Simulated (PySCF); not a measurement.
MoH6, SMILES [MoH6], multiplicity 1. Heavy atoms are numbered as in [MoH6:1]. Hydrogens are named by the atom that carries them.

Coordinates come from a PBE0-D3(BJ)/def2-TZVPD optimisation. The spin state was assumed, not searched. The def2 effective core potentials stand for the cores of Mo; spin–orbit coupling is left out.

Calculation: B3LYP/def2-TZVPD (PySCF).

Mulliken values depend strongly on the basis, most of all with diffuse functions as here. ESP charges are fitted to the potential on shells at 1.4 to 2.0 van der Waals radii. Atomic charges (e), one atom of each kind:

| atom | Mulliken | ESP fit |
|---|---|---|
| Mo1 (MoH6) | -0.73 | ? |
| H on Mo1 | 0.12 | ? |

### Question
What belongs in the gaps? (Estimate from the structure and the level; the computed values follow.)

### Answer

- Mo1 (MoH6), ESP fit: 0.50
- H on Mo1, ESP fit: -0.08
